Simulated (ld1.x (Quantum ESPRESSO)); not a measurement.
# Before and after: ultrasoft potential for arsenic

| Property | Result |
| --- | --- |
| Element | arsenic (As) |
| Generator | ld1.x (Quantum ESPRESSO) 7.5 |
| Type | ultrasoft |
| Functional | PBE |
| Relativity | scalar-relativistic |
| Frozen core | [Ar] |
| Valence charge | 15 |
| Reference configuration | 3d10 4s2 4p2.5 (charge +0.5) |
| Partial waves | 4s (bound): rcut 1.55, rcutus 1.90 bohr; 4s channel at 2.3 Ry: rcut 1.55, rcutus 1.90 bohr; 4p (bound): rcut 1.60, rcutus 1.80 bohr; 4p channel at 4.45 Ry: rcut 1.60, rcutus 1.80 bohr; 3d (bound): rcut 0.75, rcutus 1.05 bohr; 3d channel at -2.7 Ry: rcut 0.75, rcutus 1.05 bohr |
| Local potential | all-electron potential smoothed inside 0.80 bohr (lloc = -2) |
| Core correction | Bessel-smoothed model core, default radius (core density twice the valence density) |
| Augmentation charge | PSQ, inside the norm-conserving radii |

All-electron outer shells of the reference configuration (PBE, scalar-relativistic, ld1.x):

| shell | level (eV) | outermost node (bohr) | outermost maximum (bohr) |
| --- | --- | --- | --- |
| 3p | -138.31 | 0.22 | 0.52 |
| 3d | -45.27 | – | 0.47 |
| 4s | -18.74 | 0.73 | 1.61 |
| 4p | -9.09 | 0.78 | 1.95 |

Change: all radii but the core radius scaled by about 0.81 (s 1.54, p 1.46, d 0.86 bohr, rcut 1.26/1.30/0.60); local potential all-electron potential smoothed inside 0.66 bohr (lloc = -2).

Cutoffs: the cutoffs (Ry, on a coarse ladder) from which the occupation-weighted sum of valence levels, in a spherical-Bessel basis at the reference potential, stays within 10 and 1 mRy of its value at 400 Ry; they do not see the model core or the augmentation charge, which bear on the density cutoff. Errors are all-electron minus pseudo energies relative to the spin-unpolarised reference configuration.

Q: What does the change do?

A: The bound ghosts move from s to p, s; of the 7 tests that both files solve, the error grows in 0 and shrinks in 4 by more than 15 % and 0.3 meV (median size 4.3 → 3.6 meV). Less of the atom is replaced, so other configurations are described better.

```tsv
quantity	base	changed
cutoff, loose	140 Ry	230 Ry
cutoff, tight	230 Ry	over 300 Ry
loose cutoff by channel (10 mRy a level)	s 6 Ry, p 6 Ry, d 90 Ry	s 12 Ry, p 8 Ry, d 140 Ry
bound ghosts	s	s, p
error for 3d10 4s2 4p3, meV [ΔE -3.56 eV]	+0.6	+0.4
error for 3d10 4s2 4p2, meV [ΔE 5.59 eV]	-0.8	-0.9
error for 3d10 4s2 4p1, meV [ΔE 23.51 eV]	-4.3	-4.7
error for 3d10 4s0 4p5, meV [ΔE 15.50 eV]	-7.5	-3.6
error for 3d10 4s1 4p4, meV [ΔE 5.86 eV]	-1.8	-0.9
error for 3d10 4s1 4p0, meV [ΔE 101.86 eV]	-43	-33
error for 3d10 4s2 4p0, meV [ΔE 51.21 eV]	-14	-11
lowest overlap eigenvalue by channel	s 0.27, p 0.53, d 0.99	s 0.35, p 0.61, d 0.89
```

 A true bound ghost makes a file unfit for plane-wave use even where its test errors are small: the radial tests pick states by their node count and pass the ghost by.
